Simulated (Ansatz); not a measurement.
Total energies of CH8AlNSi (`[CH3][Al]([NH2])[SiH3]`).

```xyz
12

C     1.120   -1.489    0.813
Al   -0.201   -0.251    0.087
N    -1.912   -0.707    0.069
Si    0.335    1.961   -0.835
H     1.658   -1.043    1.656
H     0.669   -2.422    1.163
H     1.876   -1.745    0.063
H    -2.655   -0.127   -0.286
H    -2.287   -1.580    0.407
H     1.260    1.869   -2.004
H     1.015    2.835    0.167
H    -0.877    2.698   -1.300
```

The species carries charge 0 and has multiplicity 1. The structure was optimised at the PBE0-D4/def2-TZVP level. It is one conformer, not always the lowest. Basis def2-TZVPP, the Gaussian-basis code of Ansatz.

RPA on PBE orbitals: Hartree–Fock energy of these orbitals -627.87710 Eh, correlation -1.07565 Eh (frozen core).

| functional | energy without D4 (Eh) | D4 term (kJ/mol) |
| --- | --- | --- |
| r2SCAN | -629.57952 | -5.3 |
| PBE0 | -629.33662 | -17.7 |

**Question.** Give the same for LDA (SPW92), PBE, revPBE, BLYP, B97M-V, B3LYP, r2SCANh, r2SCAN0, HSE06 (plane-wave form), BHLYP, CAM-B3LYP, LC-ωPBE, ωB97X-V, ωB97M-V, B2PLYP, PBE-QIDH. (Best estimate.)

**Answer.** Computed: 
```tsv
functional	energy without D4 (Eh)	D4 term (kJ/mol)
LDA (SPW92)	-626.60070	–
PBE	-629.26927	-20.5
revPBE	-629.54754	-56.5
BLYP	-629.64097	-43.6
B97M-V	-629.55221	–
B3LYP	-629.74745	-33.0
r2SCANh	-629.57181	-5.7
r2SCAN0	-629.56117	-6.3
HSE06 (plane-wave form)	-629.31784	-16.6
BHLYP	-629.63402	-27.2
CAM-B3LYP	-629.65297	-18.2
LC-ωPBE	-629.46289	–
ωB97X-V	-629.57676	–
ωB97M-V	-629.59186	–
B2PLYP	-629.36678	–
PBE-QIDH	-629.15031	–
```

B3LYP takes the VWN-RPA correlation (the form of Gaussian; ORCA's B3LYP/G). HSE06 is the plane-wave form, built on full-range PBE exchange. The double hybrids freeze the cores in their second-order part.

LC-ωPBE has ω = 0.4 bohr⁻¹.
